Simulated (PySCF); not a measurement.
From one molecule to another.

First species: C₂H₆O₄SSi.
SMILES: `O=S(=O)(O)[C@H]1OC[SiH2]1`

Second species: C2H9NS2Si2.
SMILES with atom numbers: `[CH2:1]=[CH:2][S:3][Si@@H:4]([SH:5])[NH:6][SiH3:7]` (hydrogens: H8, H9 on C1; H10 on C2; H11 on Si4; H12 on S5; H13 on N6; H14, H15, H16 on Si7)

Levels: CAM-B3LYP/def2-SVPD for dipole moment, HOMO energy, LUMO energy, HOMO–LUMO gap, static isotropic polarisability and electronic spatial extent ⟨r²⟩ about the centre of nuclear charge; TDDFT CAM-B3LYP/def2-SVPD for lowest singlet excitation; TDA CAM-B3LYP/def2-SVPD for lowest triplet excitation (Tamm–Dancoff); GFN2-xTB for rotational constant A and rotational constant C. Geometries: GFN2-xTB. Each species is one conformer at its optimised geometry, gas phase, non-relativistic unless stated. Electronic properties by PySCF.

Dipoles, sizes and rotational constants follow the conformer. The torsions of the flexible species, by atom-mapped SMILES:
- `[O:1]=[S:2](=[O:3])([OH:4])[C@H:5]1[O:6][CH2:7][SiH2:8]1`: O1–S2–C5–O6 169°, H–O4–S2–O1 176°
- `[CH2:1]=[CH:2][S:3][Si@@H:4]([SH:5])[NH:6][SiH3:7]`: C1–C2–S3–Si4 176°, C2–S3–Si4–S5 -69°, S3–Si4–N6–Si7 51°, H–S5–Si4–S3 -37°

Problem. Which has the higher LUMO energy?

Solution. The second: 0.58 eV against 0.15 eV, a difference of 0.43 eV.

Problem. Which has the higher T1 energy?

Solution. The first: 6.41 eV against 3.98 eV, a difference of 2.43 eV.

Problem. Which has the higher HOMO energy?

Solution. The second: -7.90 eV against -9.58 eV, a difference of 1.68 eV.

Problem. Which has the higher dipole moment?

Solution. The first: 4.51 D against 1.26 D, a difference of 3.25 D.

Problem. Which of the two has the higher rotational constant C, and by how much?

Solution. The first: 1.127 GHz against 0.642 GHz, a difference of 0.485 GHz.

Problem. Which has the higher static isotropic polarisability?

Solution. The second: 126.0 au against 79.3 au, a difference of 46.7 au.

Problem. Which has the higher HOMO–LUMO gap?

Solution. The first: 9.73 eV against 8.48 eV, a difference of 1.25 eV.

Problem. Which has the higher rotational constant A?

Solution. The first: 2.729 GHz against 1.068 GHz, a difference of 1.661 GHz.

On the first: A dipole of 4.51 D is allowed in C1, and pure rotational transitions are dipole-allowed. S1 lies 3.08 eV below the HOMO–LUMO gap; its leading configuration is HOMO→LUMO, weight 0.90.

On the second: S1 lies 2.88 eV below the HOMO–LUMO gap. The vertical singlet–triplet gap S1 − T1 is 1.62 eV (TDDFT singlet less Tamm–Dancoff triplet).
